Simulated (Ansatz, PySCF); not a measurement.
Pair of molecules: BiClH2 (SMILES [Cl][BiH2]) (first 4 atoms) with HF (SMILES F); geometry from B3LYP-D3(BJ)/def2-TZVP, rigid monomers moved along the line of their centres of mass till Cl1···H6 is 1.99 Å.
(charge 0, multiplicity 1):
```xyz
6

Cl     1.843    -0.757     1.446
Bi     0.261     0.580     0.020
H     -0.569    -0.884    -0.613
H      1.383     0.539    -1.394
F     -0.686    -0.539     2.772
H      0.204    -0.760     2.568
```

Monomers are frozen at their geometry in the pair; levels with a basis set take the counterpoise correction.

Correlated levels freeze the cores. Filled d and f shells under p-block atoms count as core.

Codes used: Ansatz (Gaussian orbitals); PySCF for the dispersion terms. Values without a source in brackets are computed. In def2 rows elements past Kr take small-core potentials, without spin–orbit coupling.

### Question
One of these levels gives -259.0 meV for the interaction energy. Which one is it?
A) PBE-D4/def2-TZVPPD
B) SCS-MP2/def2-SVPD
C) HF/def2-TZVPPD
D) PBE/def2-TZVPPD

### Answer
D, PBE/def2-TZVPPD. The others give -86.8 (HF/def2-TZVPPD), -301.4 (PBE-D4/def2-TZVPPD), -126.4 (SCS-MP2/def2-SVPD)

Ansatz is a first-principles code.
